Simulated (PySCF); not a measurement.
# Sm(37+): ionisation energy

Sm(37+) [Ar] 3d7 [3d3/2^4 3d5/2^3, M_J = 9/2] → Sm(38+) [Ar] 3d6 [3d3/2^4 3d5/2^2, M_J = 4], as a difference of total energies. All numbers are calculated (PySCF 2.14, the two-component X2C-1e Hamiltonian, in an even-tempered Gaussian basis (16 s from 7.3 bohr⁻², ratio 2.8; 12 p from 9.5 bohr⁻², ratio 2.8; 8 d from 9.5 bohr⁻², ratio 2.8; 3 f from 35 bohr⁻², ratio 3)). Correlated levels: [Ne] frozen; the 74 highest virtual spinors dropped. "Screened" scales the spin-orbit matrix elements by Boettger's factors to mimic the two-electron term; Breit and QED terms are absent.

| method | ionisation energy (eV) |
| --- | --- |
| GHF (spin-free) | 2681.1 |
| GMP2 (spin-free) | 2682.1 |
| GHF (screened spin-orbit) | 2677.8 |
| GMP2 (screened spin-orbit) | 2678.2 |

Breit and QED terms and the two-electron picture change are absent.

The spin-free rows relax to the high-spin LS determinant and lack the spin-orbit shift.

The labels give the starting determinants; with spin-orbit coupling the two ends relaxed to ⟨J²⟩ = 24.75, ⟨L²⟩ = 15.06, ⟨S²⟩ = 2.77 and ⟨J²⟩ = 20.02, ⟨L²⟩ = 10.81, ⟨S²⟩ = 3.58.

For comparison: 2676 ± 4 eV (theoretical estimate listed by NIST; NIST Atomic Spectra Database, ionization energies).
